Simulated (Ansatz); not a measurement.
Reaction (ligand exchange at a B–S bond): `BS[SiH3]` + `[SiH3][GaH][SH]` → `B[S][GaH][SiH3]` + `[SiH3]S`

Calculated with Ansatz (gas phase, PBE0-D4/def2-TZVP geometries, no zero-point term in ΔE). CCSD(T)/CBS is the MP2 limit (def2-TZVPP, def2-QZVPP) plus CCSD(T) − MP2 in def2-TZVPP, frozen cores. Functionals use def2-TZVPP. For Ga outer-core shells are correlated without core-valence functions, which leaves a few kJ/mol of doubt a bond. Scalar relativity is left out up to krypton. Each species was taken in one conformer, which may not be the lowest.

| level | ΔE (kJ/mol) | difference from CCSD(T)/CBS |
| --- | --- | --- |
| LDA (SPW92) | 13.0 | 3.1 |
| PBE0-D4 | 10.2 | 0.3 |
| r2SCAN0-D4 | 10.9 | 1.0 |
| BHLYP-D4 | 8.6 | -1.3 |
| PBE | 13.3 | 3.4 |
| BLYP | 14.4 | 4.5 |
| r2SCANh | 12.3 | 2.4 |
| r2SCAN0 | 11.4 | 1.5 |
| CCSD(T)/def2-TZVPP | 9.1 | -0.8 |
| HF/CBS(def2) | 10.1 | 0.2 |
| CCSD(T)/CBS | 9.9 | 0 |

Largest T1 diagnostic among the species: 0.014.

Leaving LDA and LC-ωPBE aside and taking each functional with its dispersion term where it has one, the values, not all of them listed here, spread over 3.9 kJ/mol, from BHLYP-D4 to r2SCAN-D4. From BLYP to BHLYP (50 % exact exchange), in def2-TZVPP and without D4, ΔE moves by −3.4 kJ/mol.
